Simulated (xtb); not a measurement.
Na(OtBu) (C4H9NaO), SMILES CC(C)(C)[O][Na]. All values are semi-empirical tight-binding results from xtb (GFN2-xTB unless named), good for trends rather than for accurate numbers. Geometry optimised at GFN2-xTB. The isomer is the one that the SMILES or the coordinates give; other isomers of the formula were not compared.

For metal compounds this method's bond lengths and energies can be far off.

Computed properties:
```yaml
point_group_as_xtb_finds_it: Cs
orbital_gap: 1.31 eV
zero_point_energy: 76.2 kcal/mol
G − E(el) at 298.15 K (modified RRHO): 55.7 kcal/mol
```
